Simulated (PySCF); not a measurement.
C4H8Se, SMILES C(=C/[SeH])/CC, singlet (GFN2-xTB optimised geometry):

```
13

C      1.403    -1.567    -1.243
C      0.845    -0.878     0.000
C     -0.647    -0.878     0.000
C     -1.412     0.203     0.000
Se    -0.736     1.992     0.028
H      2.490    -1.567    -1.221
H      1.058    -2.598    -1.294
H      1.075    -1.049    -2.141
H      1.206    -1.397     0.893
H      1.205     0.157     0.041
H     -1.121    -1.851    -0.020
H     -2.490     0.150    -0.007
H     -2.047     2.598     0.002
```

Method: CAM-B3LYP/def2-TZVP in PySCF 2.14.0.

Q: What are the frontier orbital energies and the dipole moment?

A: HOMO-2 -10.15 eV, HOMO-1 -9.98 eV, HOMO -7.41 eV, LUMO 1.22 eV, LUMO+1 1.39 eV; dipole moment 0.94 D.

Meta-Löwdin charges at CAM-B3LYP/def2-TZVP: C1 -0.33, C2 -0.18, C3 -0.12, C4 -0.24, Se5 0.02, H6 0.11, H7 0.11, H8 0.11, H9 0.11, H10 0.10, H11 0.12, H12 0.13, H13 0.06.
